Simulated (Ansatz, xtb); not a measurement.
C2H7ClGeO: 3 structures ranked

3 gas-phase structures of C2H7ClGeO, from a drawn sample of its isomers (lower ones may exist). Each was relaxed with GFN2-xTB; where two conformers were screened, the lower at r2SCAN-D4/def2-SVP is listed:

A. `CC[O][GeH2][Cl]`, a singlet
B. `ClCC[O][GeH3]`, a singlet
C. `C[O][Ge@H]([CH3])[Cl]`, a singlet

Task: Make a reasoned guess at their ranking by r2SCAN-D4/def2-SVP single-point energy.

Result: Calculated order at r2SCAN-D4/def2-SVP: C (0.0), A (9.0), B (41.6) kcal/mol.

Energies above the lowest of each column, in kcal/mol; the last columns are at PBE-D3(BJ)/def2-SVP geometries:

```csv
structure,GFN2-xTB,HF/STO-3G,r2SCAN-D4/def2-SVP,PBE-D3(BJ)/def2-SVP,CCSD(T)/def2-SVP + ΔMP2/def2-TZVPP
C,4.4,0.0,0.0,0.0,0.0
A,0.0,10.8,9.0,8.5,9.7
B,31.2,51.1,41.6,38.4,42.0
```

CCSD(T)/def2-SVP + ΔMP2/def2-TZVPP puts C lowest; GFN2-xTB picks A. Flexible structures stand in one conformer each, not always the lowest. The ΔMP2 step shifts differences by up to 3.7 kcal/mol, which makes them less sure. ΔMP2 is the change of the MP2 energy from the smaller to the larger basis.

Programs: Ansatz 0.2.0, xtb 6.7.1.
